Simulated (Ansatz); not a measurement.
Abridged output of a molecular run in Ansatz:

```
Functional definition: HF
1623 factors; integrals over basis functions are off by at most 1.1e-3 eV
mean field evaluation 1: about -19659.4981 eV, gradient 5.8e1 eV
mean field evaluation 2: about -19659.6993 eV, gradient 5.8e1 eV
mean field evaluation 4: about -19666.4235 eV, gradient 4.4e0 eV
mean field evaluation 8: about -19666.5244 eV, gradient 3.0e-1 eV
mean field evaluation 16: about -19666.5251 eV, gradient 2.3e-6 eV
mean field -19666.52506702 eV, -722.7314657637 hartree, gradient 2.3e-6 eV, S^2 0.000000; 0 other end points of the search recorded, 0 dependent functions left out
13 core orbitals not correlated: weight in the atoms' cores, before any rotation towards them, 1.000 or more for the frozen orbitals, at most 0.000 for the correlated occupied ones
reference -19666.52506702 eV, -722.7314657637 hartree; 15, 15 occupied and 247, 247 virtual orbitals, 1623 factors
second order -23.46040053 eV of doubles, -0.00000000 eV of singles
cycle   1  -23.93300035 eV  change   -4.7e-1 eV  update   1.1e-1
cycle   2  -24.49637887 eV  change   -5.6e-1 eV  update   3.3e-2
cycle   3  -24.63566070 eV  change   -1.4e-1 eV  update   1.8e-2
cycle   4  -24.62259865 eV  change    1.3e-2 eV  update   4.2e-3
cycle   5  -24.62074382 eV  change    1.9e-3 eV  update   2.1e-3
cycle   6  -24.62158912 eV  change   -8.5e-4 eV  update   6.5e-4
cycle   7  -24.62126652 eV  change    3.2e-4 eV  update   2.6e-4
cycle   8  -24.62117825 eV  change    8.8e-5 eV  update   8.7e-5
cycle   9  -24.62121465 eV  change   -3.6e-5 eV  update   3.5e-5
cycle  10  -24.62121905 eV  change   -4.4e-6 eV  update   1.4e-5
perturbative correction -0.87704116 eV, -0.0322306683 hartree
Total energy: -19692.02332724 eV, -723.6685095433 hartree
```

Its atoms:

```xyz
12

C     1.422   -0.384   -1.832
Al    0.006    0.235   -0.650
O    -1.241    1.141   -1.378
Si   -0.180   -0.170    1.784
O    -1.645    0.327    2.405
H     2.242   -0.870   -1.296
H     1.028   -1.102   -2.558
H     1.839    0.449   -2.406
H    -1.950    1.535   -0.872
H     0.832    0.613    2.547
H     0.066   -1.607    2.130
H    -2.418   -0.166    2.129
```

(1) Which basis set was used?
A. def2-QZVPP
B. cc-pV(D+d)Z
C. cc-pV(Q+d)Z
D. def2-TZVPP

(2) Write the keys of the input that set method, charge and spin (a neutral closed shell needs none for the last two).

## Answers

(1) D. It gives 275 functions.

(2) 
```yaml
correlation: {method: ccsd_t}
```
